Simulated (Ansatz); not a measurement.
One change: `C#C[O][SbH2]` becomes `C#CO`.

Ansatz, PBE0-D4/def2-TZVP geometries, multiplicity 1. Each molecule was computed in one conformer, which needn't be the lowest.

Elements past krypton have def2 core potentials.

| property | `C#C[O][SbH2]` |
| --- | --- |
| HOMO–LUMO gap (B3LYP/def2-TZVPP) / eV | 4.38 |
| HOMO energy (B3LYP/def2-TZVPP) / eV | -6.58 |
| size of the dipole moment (ωB97M-V/def2-TZVPP) / D | 3.26 |
| LUMO energy (ωB97M-V/def2-TZVPP) / eV | -0.17 |
| HOMO–LUMO gap (PBE0/def2-TZVPP) / eV | 4.84 |
| LUMO energy (B3LYP/def2-TZVPP) / eV | -2.21 |

What does the change do to each property? (Estimate.)

Ansatz gave: 
| property | `C#CO` | shift |
| --- | --- | --- |
| HOMO–LUMO gap (B3LYP/def2-TZVPP) / eV | 7.04 | 2.66 |
| HOMO energy (B3LYP/def2-TZVPP) / eV | -7.06 | -0.48 |
| size of the dipole moment (ωB97M-V/def2-TZVPP) / D | 1.71 | -1.55 |
| LUMO energy (ωB97M-V/def2-TZVPP) / eV | 1.91 | 2.08 |
| HOMO–LUMO gap (PBE0/def2-TZVPP) / eV | 7.69 | 2.85 |
| LUMO energy (B3LYP/def2-TZVPP) / eV | -0.02 | 2.19 |

With PBE0 the HOMO falls by 0.47 eV and the LUMO rises by 2.39 eV, so the gap widens by about 2.86 eV. PBE moves the HOMO by -0.37 eV and ωB97M-V by -0.53 eV. The zero-point energy changes by -10.7 kJ/mol with -6 modes. Dipoles are sizes alone; their direction can turn.

B3LYP here is the variant with VWN-RPA as its local correlation; programs differ in this.

Spin–orbit coupling is left out; it splits and shifts lone-pair levels of the heavy atoms by tenths of an eV.
